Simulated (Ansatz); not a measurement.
Molecule: InH (charge 0, singlet). 
Coordinates optimised at B3LYP-D3(BJ)/def2-TZVP (Ansatz, a program for electronic structure):
SMILES: [InH]
```xyz
2

In     0.0000     0.0000    -0.0373
H      0.0000     0.0000     1.8254
```
Charge 0, spin multiplicity 1.

Quantity: atomisation energy (electronic, to ground-state atoms), in kcal/mol. Cores are frozen in the correlated levels unless marked. UHF or UKS for open shells. Spin-orbit coupling is left out. Frozen are the shells of the preceding noble gas and the d and f shells that filled before the atom's block. Past Kr the def2 sets carry scalar-relativistic core potentials. STO-3G rows are all-electron and non-relativistic. The coupled-cluster limit lacks core correlation, which all-electron functionals hold. Basis-set limits of correlation are two-point, X^-3; Hartree-Fock from the larger set.

| level | program | atomisation energy (kcal/mol) |
|---|---|---|
| HF/STO-3G | Ansatz | 79.7 |

**Question.** Estimate the value at CCSD(T)/CBS(def2-TZVPPD,def2-QZVPPD) as computed with Ansatz.

**Answer.** 63.1 kcal/mol, so HF/STO-3G differs from it by 16.6 kcal/mol.
